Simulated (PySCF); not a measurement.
# Correlation energy of Bi⁺ (bismuth, charge +1)

[Xe] 4f14 5d10 6s2 6p2, high-spin 3P determinant. Calculation: PySCF 2.14, in aug-cc-pVDZ-PP with ECP60MDF; scalar relativity through the core potential. Frozen: 5s2 5p6 5d10; 4 electrons correlated.

MP2 pair energies summed by pair of shells (mhartree):

```tsv
pair	energy	share (%)
6s-6p	-17.63	60.0
6s-6s	-8.80	29.9
6p-6p	-2.96	10.1
```

Total MP2 correlation energy: -29.38 mhartree.

Same-spin part -5.44 and opposite-spin part -23.94 mhartree; SCS-MP2 scales them by 1/3 and 6/5 to -30.54 mhartree.

```tsv
level	correlation energy (mhartree)
CCSD	-39.76
(T)	-0.36
CCSD(T)	-40.12
```

Diagnostics: T1 = 0.0060, D1 = 0.0143, largest double amplitude 0.072.

Spin-orbit coupling is strong in this species (close to jj coupling), so the high-spin LS determinant is a model state, not a physical level.

Cost of the coupled-cluster step: 0.26 s of wall time on 1 thread of Neoverse-N1 (shared host), for 4 correlated electrons.

Iterations:

```
CC2 = 0
CCSD nocc = (np.int64(3), np.int64(1)), nmo = (23, 23)
frozen orbitals [[0, 1, 2, 3, 4, 5, 6, 7, 8], [0, 1, 2, 3, 4, 5, 6, 7, 8]]
max_cycle = 100
direct = 0
conv_tol = 1e-08
conv_tol_normt = 1e-06
diis_space = 8
diis_start_cycle = 0
Init t2, MP2 energy = -0.0293814428725949
Init E_corr(UCCSD) = -0.029381442913249
cycle = 1  E_corr(UCCSD) = -0.0367927827149006  dE = -0.0074113398  norm(t1,t2) = 0.0376019
cycle = 2  E_corr(UCCSD) = -0.0388066656827459  dE = -0.00201388297  norm(t1,t2) = 0.012571
cycle = 3  E_corr(UCCSD) = -0.0397669551427701  dE = -0.00096028946  norm(t1,t2) = 0.00491389
cycle = 4  E_corr(UCCSD) = -0.0397553986294421  dE = 1.15565133e-05  norm(t1,t2) = 0.000774539
cycle = 5  E_corr(UCCSD) = -0.0397597490704953  dE = -4.35044105e-06  norm(t1,t2) = 9.17664e-05
cycle = 6  E_corr(UCCSD) = -0.0397587606680593  dE = 9.88402436e-07  norm(t1,t2) = 1.31835e-05
cycle = 7  E_corr(UCCSD) = -0.0397591062948201  dE = -3.45626761e-07  norm(t1,t2) = 2.01453e-06
cycle = 8  E_corr(UCCSD) = -0.0397590138188603  dE = 9.24759598e-08  norm(t1,t2) = 3.94841e-07
cycle = 9  E_corr(UCCSD) = -0.0397590226928337  dE = -8.87397333e-09  norm(t1,t2) = 8.52887e-08
UCCSD converged
E(UCCSD) = -213.3284977866026  E_corr = -0.03975902269283366
UCCSD(T) correction = -0.000362001275339627
```

Spin-orbit coupling is strong in this species, so the high-spin LS determinant is a model state.
